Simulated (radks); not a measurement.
Species: Pt0.875+. Configuration: [Xe] 4f14 5d(3/2: 4, 5/2: 4.125) 6s1 (fractional occupations, a model configuration).

All-electron calculation, Dirac Kohn-Sham, LDA (Slater exchange, Perdew-Wang correlation), spin-unpolarised, spherical densities, point nucleus. Program: a radial shooting solver on a logarithmic mesh with Libxc functionals.

Energy parts (Ry):
| part | energy |
|---|---|
| total | -36872.2493 |
| kinetic | 42191.8902 |
| electron-nucleus | -92692.3098 |
| Hartree | 14321.1082 |
| exchange-correlation | -692.9380 |

Orbitals (lengths in bohr, moments of r in powers of bohr; r(max) is where P^2 peaks):
1s1/2: occ. 2; eigenvalue (Ry) -5752.067; <r> 0.01716; r(max) 0.01062; <1/r> 93.96; <r^2> 0.0004064; small-component weight 8.75e-02
2s1/2: occ. 2; eigenvalue (Ry) -1010.388; <r> 0.07172; r(max) 0.06146; <1/r> 23.04; <r^2> 0.006149; small-component weight 2.00e-02
2p1/2: occ. 2; eigenvalue (Ry) -968.6165; <r> 0.05908; r(max) 0.04533; <1/r> 22.99; <r^2> 0.004359; small-component weight 2.01e-02
2p3/2: occ. 4; eigenvalue (Ry) -841.6575; <r> 0.06751; r(max) 0.05260; <1/r> 18.86; <r^2> 0.005549; small-component weight 1.79e-02
3s1/2: occ. 2; eigenvalue (Ry) -237.8264; <r> 0.1867; r(max) 0.1730; <1/r> 8.454; <r^2> 0.04000; small-component weight 6.65e-03
3p1/2: occ. 2; eigenvalue (Ry) -219.0579; <r> 0.1769; r(max) 0.1615; <1/r> 8.369; <r^2> 0.03650; small-component weight 6.60e-03
3p3/2: occ. 4; eigenvalue (Ry) -191.1556; <r> 0.1924; r(max) 0.1763; <1/r> 7.291; <r^2> 0.04296; small-component weight 5.97e-03
3d3/2: occ. 4; eigenvalue (Ry) -159.8339; <r> 0.1677; r(max) 0.1374; <1/r> 7.191; <r^2> 0.03301; small-component weight 5.86e-03
3d5/2: occ. 6; eigenvalue (Ry) -153.8159; <r> 0.1724; r(max) 0.1414; <1/r> 6.943; <r^2> 0.03477; small-component weight 5.69e-03
4s1/2: occ. 2; eigenvalue (Ry) -51.61156; <r> 0.4152; r(max) 0.3904; <1/r> 3.575; <r^2> 0.1948; small-component weight 2.25e-03
4p1/2: occ. 2; eigenvalue (Ry) -43.65485; <r> 0.4180; r(max) 0.3888; <1/r> 3.466; <r^2> 0.1991; small-component weight 2.15e-03
4p3/2: occ. 4; eigenvalue (Ry) -36.99127; <r> 0.4522; r(max) 0.4196; <1/r> 3.089; <r^2> 0.2326; small-component weight 1.91e-03
4d3/2: occ. 4; eigenvalue (Ry) -23.94409; <r> 0.4619; r(max) 0.4130; <1/r> 2.885; <r^2> 0.2470; small-component weight 1.71e-03
4d5/2: occ. 6; eigenvalue (Ry) -22.70505; <r> 0.4732; r(max) 0.4226; <1/r> 2.797; <r^2> 0.2591; small-component weight 1.65e-03
5s1/2: occ. 2; eigenvalue (Ry) -8.20015; <r> 0.9514; r(max) 0.8689; <1/r> 1.439; <r^2> 1.016; small-component weight 5.56e-04
4f5/2: occ. 6; eigenvalue (Ry) -6.01837; <r> 0.5125; r(max) 0.3820; <1/r> 2.408; <r^2> 0.3201; small-component weight 1.27e-03
4f7/2: occ. 8; eigenvalue (Ry) -5.76420; <r> 0.5199; r(max) 0.3867; <1/r> 2.373; <r^2> 0.3295; small-component weight 1.24e-03
5p1/2: occ. 2; eigenvalue (Ry) -5.64934; <r> 1.031; r(max) 0.9200; <1/r> 1.311; <r^2> 1.204; small-component weight 4.73e-04
5p3/2: occ. 4; eigenvalue (Ry) -4.53412; <r> 1.131; r(max) 1.001; <1/r> 1.173; <r^2> 1.450; small-component weight 3.99e-04
5d3/2: occ. 4; eigenvalue (Ry) -1.18722; <r> 1.574; r(max) 1.230; <1/r> 0.8392; <r^2> 2.939; small-component weight 2.11e-04
5d5/2: occ. 4.125; eigenvalue (Ry) -1.08112; <r> 1.641; r(max) 1.271; <1/r> 0.8038; <r^2> 3.203; small-component weight 1.95e-04
6s1/2: occ. 1; eigenvalue (Ry) -0.96859; <r> 2.650; r(max) 2.272; <1/r> 0.4796; <r^2> 7.945; small-component weight 7.17e-05

The highest occupied level is 6s1/2 at -13.178 eV. Summed over all electrons, <r^2> = 52.68 bohr^2, which gives a Langevin (diamagnetic) susceptibility term of -41.7 x 10^-6 cm^3/mol. The density falls to 0.001 e/bohr^3 at r = 4.06 bohr.
